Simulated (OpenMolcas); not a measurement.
An atom or ion with 6 electrons was computed by SS-CASPT2, IPEA 0.25 Eh, imaginary shift 0.1 Eh with spin-orbit coupling (OpenMolcas, ANO-RCC-VQZP, DKH2). The lowest levels that the run gave, each within 12 % of the measured value where one is at hand:

```
J  Parity  E (cm⁻¹)      g
0    even       0.0       
1    even      15.7  1.501
2    even      46.9  1.501
2    even      9970  1.000
0    even     22720
```

Question: Which ion is it, and what are the configurations and terms?

Answer: C (Z = 6, neutral; active space 2 electrons in 3 orbitals (2p)). J, parity and g give the terms where levels are pure, and mixed ones are named by the computed weights; the size of the splittings, set against known spectra of the 6-electron sequence, gives the charge. In order, with the measured energies in cm⁻¹ (NIST Handbook of Basic Atomic Spectroscopic Data): 2s² 2p² ³P₀, 2s² 2p² ³P₁ (16.4), 2s² 2p² ³P₂ (43.4), 2s² 2p² ¹D₂ (10193), 2s² 2p² ¹S₀ (21648).

CASPT2 breaks the degeneracy within a term, and the mean is taken; among the terms shown or strongly mixed into the levels shown the widest spread is 77 cm-1 (2s² 2p² ¹D). With the s shell closed, the reference lacks s² → p² mixing. Measured partners are found by configuration, term and J. A level has none where our copy of the source lacks it or the pairing is in doubt (some pairs that miss far off the trend of their configuration count as doubtful), and it then counts in no deviation. Levels of configurations outside the active space are missing.
